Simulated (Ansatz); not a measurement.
Species: bis(ethenyl)-dimethylsilane, C$_{6}$H$_{12}$Si, charge 0, multiplicity 1. SMILES: C=C[Si](C)(C)C=C
Geometry from a B3LYP-D3(BJ)/def2-TZVP (Ansatz, an electronic-structure program) optimisation:
```
Si
C 1 1.8688
C 2 1.3316 1 124.99
H 3 1.0849 2 121.88 1 0.53
H 3 1.0854 4 115.65 2 179.93
H 2 1.0893 3 117.28 4 -179.98
C 1 1.8709 2 108.88 6 64.08
C 7 1.3318 1 124.75 2 11.41
H 8 1.0851 7 121.61 1 -0.17
H 8 1.0855 9 115.93 7 -179.82
H 7 1.0898 8 117.35 9 -179.92
C 1 1.8770 2 110.40 6 -175.45
H 12 1.0915 1 111.37 2 -59.17
H 12 1.0922 13 108.33 1 -122.79
H 12 1.0924 13 107.59 14 -116.23
C 1 1.8789 2 109.48 6 -54.54
H 16 1.0920 1 111.10 2 56.76
H 16 1.0921 17 108.00 1 121.95
H 16 1.0927 17 107.74 18 116.34
```
Charge 0, spin multiplicity 1.

Quantity: atomisation energy (electronic, to ground-state atoms), in kcal/mol. Cores are frozen in the correlated levels unless marked. Open shells are spin-unrestricted. No spin-orbit coupling. Non-relativistic. The coupled-cluster limit lacks core correlation, which all-electron functionals hold. CBS(X,Y): correlation extrapolated as X^-3; Hartree-Fock from the larger set. [CCSD(T)-MP2]/basis is that difference in the basis named.

```json
[
 {"level": "PBE-D3(BJ)/def2-TZVPD", "program": "Ansatz + dftd3", "atomisation energy (kcal/mol)": "1863.7"},
 {"level": "revPBE-D3(BJ)/def2-TZVPD", "program": "Ansatz + dftd3", "atomisation energy (kcal/mol)": "1821.8"}
]
```

### Question
Estimate the value at RI-MP2/CBS(aug-cc-pV(T+d)Z,aug-cc-pV(Q+d)Z)+[CCSD(T)-MP2]/aug-cc-pV(T+d)Z as computed with Ansatz.

### Answer
1833.0 kcal/mol
